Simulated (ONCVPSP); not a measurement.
## Building the ONCV potential for Mg (LDA (Perdew-Wang 92), scalar-relativistic).

- Element: magnesium (Mg)
- Generator: ONCVPSP 4.0.1
- Type: optimised norm-conserving Vanderbilt (ONCV)
- Functional: LDA (Perdew-Wang 92)
- Relativity: scalar-relativistic
- Frozen core: [He]
- Valence charge: 10
- Reference configuration: 2s2 2p6 3s1 (charge +1)
- Partial waves: 2s+3s: rc 1.10 bohr, ncon 4, nbas 7, qcut 13.8 1/bohr, 2 projectors; 2p: rc 1.10 bohr, ncon 4, nbas 7, qcut 11.6 1/bohr, local
- Local potential: the p channel
- Core correction: Teter function fitted to the true core (icmod 2), fcfact 0.7

All-electron outer shells of the reference configuration (LDA (PZ), scalar-relativistic, ld1.x):

```
shell  level (eV)  outermost node (bohr)  outermost maximum (bohr)
   1s    -1262.68                      –                      0.09
   2s      -88.40                   0.18                      0.55
   2p      -55.81                      –                      0.48
   3s      -11.53                   0.90                      2.35
```

What the tests gave:

```json
{
 "Cutoffs needed": "58 Ha and 65 Ha (the cutoffs (Ha) at which the residual kinetic energy of the hardest occupied pseudo-wave falls to 1 and 0.1 mHa per electron)",
 "Ghost test": "no bound ghost flagged; no localised positive-energy state flagged",
 "Largest excitation error": "-87 meV (all-electron minus pseudo) for 2s2 2p6 3s1 3p1, out of 4 test configurations",
 "rms error of d²Exc/dni dnj": "2.13 mHa without and 1.39 mHa with the model core"
}
```

Generation and tests took about 2.1 s on one core of a shared server CPU.
